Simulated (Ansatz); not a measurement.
This geometry of a periodic cell of 63 atoms, Si62B (host Si, host structure diamond, dopant B, one Si atom removed), cell charge -2 is a first-order saddle point.

Theory: Ansatz 0.2.0, DFT PBE-D3(BJ), scalar-relativistic, plane waves, PAW. Settings: PAW set soft_1, cutoff 420 eV, k mesh 1x1x1, gaussian smearing 0.02 eV, spin collinear.

```xyz
63
Lattice="10.8600 0.0000 0.0000 0.0000 10.8600 0.0000 0.0000 0.0000 10.8600" Properties=species:S:1:pos:R:3
Si 5.420 -0.009 -0.012
Si 6.702 1.303 1.460
Si 8.128 2.647 0.085
Si 9.519 4.032 1.380
Si 8.122 -0.050 2.756
Si 9.486 1.357 4.078
Si -0.095 -0.021 -0.105
Si 1.283 1.319 1.254
Si 2.707 2.711 0.008
Si 4.114 3.901 1.487
Si 5.407 5.393 0.043
Si 6.764 6.809 1.322
Si 8.122 8.167 -0.050
Si 9.491 9.478 1.343
Si 2.790 0.160 2.601
B 4.752 1.227 5.406
Si 5.288 2.380 3.068
Si 6.749 4.042 4.063
Si 8.119 5.421 2.667
Si 9.593 6.693 4.030
Si 6.462 1.516 6.553
Si 8.141 2.759 5.425
Si 9.528 4.087 6.788
Si 7.945 0.075 7.894
Si 9.363 1.328 9.391
Si -0.023 5.427 0.008
Si 1.371 6.731 1.381
Si 2.729 8.089 0.014
Si 4.047 9.502 1.343
Si 0.044 2.672 2.727
Si 1.588 3.817 4.139
Si 2.736 5.342 2.743
Si 4.068 6.776 4.062
Si 5.416 8.152 2.711
Si 6.812 9.402 4.111
Si 0.022 0.021 5.408
Si 1.352 1.353 6.839
Si 3.064 2.434 5.608
Si 4.073 4.125 6.876
Si 5.426 5.429 5.440
Si 6.785 6.796 6.778
Si 8.218 8.050 5.399
Si 9.472 9.526 6.733
Si 2.745 -0.003 8.125
Si 4.074 1.375 9.500
Si 5.450 2.812 8.226
Si 6.854 4.084 9.599
Si 8.148 5.443 8.157
Si 9.512 6.805 9.487
Si 0.044 8.160 2.708
Si 1.433 9.616 3.977
Si 0.132 5.321 5.385
Si 1.362 6.872 6.708
Si 2.771 8.255 5.359
Si 4.179 9.833 6.485
Si -0.024 2.730 8.173
Si 1.367 4.108 9.507
Si 2.666 5.517 8.115
Si 4.084 6.821 9.444
Si 5.408 8.276 7.996
Si 6.781 9.552 9.420
Si -0.015 8.181 8.111
Si 1.386 9.465 9.498
```

Question: Which two structures does it join? (They come from a converged band through this point; their orientation in space is the band's.)

Answer: The atom that moves furthest is B16, by 3.56 Å; four of its nearest neighbours are Si17 2.01, Si38 2.01, Si15 2.01, Si8 3.33 Å at the first end and Si21 2.01, Si55 2.01, Si35 2.01, Si24 3.33 Å at the last.

First end point:

```xyz
63
Lattice="10.8600 0.0000 0.0000 0.0000 10.8600 0.0000 0.0000 0.0000 10.8600" Properties=species:S:1:pos:R:3
Si 5.436 0.003 0.009
Si 6.750 1.364 1.418
Si 8.126 2.700 0.024
Si 9.493 4.071 1.363
Si 8.107 -0.010 2.761
Si 9.497 1.358 4.074
Si 0.015 0.005 0.008
Si 1.386 1.364 1.378
Si 2.722 2.721 0.000
Si 4.078 4.056 1.378
Si 5.437 5.427 0.008
Si 6.791 6.804 1.378
Si 8.155 8.148 0.015
Si 9.499 9.512 1.378
Si 2.826 0.158 2.820
B 3.728 1.712 3.721
Si 5.283 2.612 2.820
Si 6.749 4.015 4.070
Si 8.125 5.409 2.733
Si 9.506 6.794 4.072
Si 6.727 1.244 6.718
Si 8.113 2.677 5.442
Si 9.501 4.059 6.782
Si 8.138 0.005 8.133
Si 9.505 1.360 9.498
Si 0.008 5.432 0.001
Si 1.370 6.805 1.363
Si 2.740 8.172 0.024
Si 4.075 9.550 1.417
Si 0.005 2.719 2.713
Si 1.383 4.054 4.071
Si 2.720 5.432 2.714
Si 4.080 6.801 4.075
Si 5.447 8.189 2.759
Si 6.718 9.576 4.196
Si 0.016 0.004 5.430
Si 1.424 1.363 6.744
Si 2.826 2.612 5.276
Si 4.076 4.015 6.742
Si 5.436 5.424 5.429
Si 6.799 6.784 6.793
Si 8.138 8.160 5.426
Si 9.514 9.501 6.791
Si 2.766 -0.010 8.103
Si 4.080 1.357 9.492
Si 5.447 2.673 8.103
Si 6.787 4.055 9.492
Si 8.153 5.417 8.147
Si 9.508 6.790 9.502
Si 0.030 8.173 2.732
Si 1.423 9.549 4.069
Si 0.018 5.429 5.429
Si 1.388 6.805 6.782
Si 2.770 8.194 5.442
Si 4.208 9.584 6.712
Si 0.030 2.700 8.119
Si 1.369 4.070 9.487
Si 2.739 5.408 8.119
Si 4.079 6.793 9.498
Si 5.432 8.161 8.131
Si 6.797 9.500 9.508
Si 0.021 8.146 8.146
Si 1.383 9.509 9.492
```

Last end point:

Only the atoms that move by more than 0.05 Å are listed.
```
Si15 2.787 0.124 2.787
B16 5.777 -0.347 5.777
Si17 5.306 2.643 2.787
Si21 6.677 1.209 6.677
Si35 6.677 9.613 4.221
Si38 2.787 2.643 5.306
```

Question: How far does it lie above each of them?

Answer: 1.63 eV above the first and 1.63 eV above the second. This is the barrier of this one path; another mechanism may lie lower. Limits of this set-up: coarse k mesh, a typed lattice constant that wasn't relaxed here, charged cell in a uniform background, uncorrected.

Run time: 69 min on 4 threads of Arm Neoverse V1, with other jobs on the host, peak memory 4.5 GiB.
